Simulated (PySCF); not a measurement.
H₃O₄S, SMILES OS(=[OH+])(=O)O, charge +1. Coordinates come from a B3LYP-D3(BJ)/def2-SVP optimisation. The isomer is the one that the SMILES or the coordinates give; other isomers of the formula were not compared. One conformer was computed; it need not be the lowest.

These are B3LYP-D3(BJ)/def2-SVP (PySCF 2.14.0) values and carry that method's errors.

Harmonic wavenumbers (cm⁻¹): 220, 220, 371, 395, 395, 479, 479, 484, 844, 941, 941, 1092, 1126, 1126, 1391, 3630, 3630, 3644. Rotational constants (GHz): 4.727, 4.649, 4.649; symmetry number 3.

Work out the zero-point energy and the ideal-gas rigid-rotor harmonic-oscillator thermochemistry at 298.15 K and 1 atm.

ZPE = ½ Σ hcν = ½ × 21408 cm⁻¹ = 30.60 kcal/mol. H − E(el) = 34.84 kcal/mol. Entropy in cal/(mol K): translation 39.69, rotation 23.37, vibration 9.68, total 72.75. G − E(el) = 13.15 kcal/mol. Cp = 22.33 cal/(mol K).
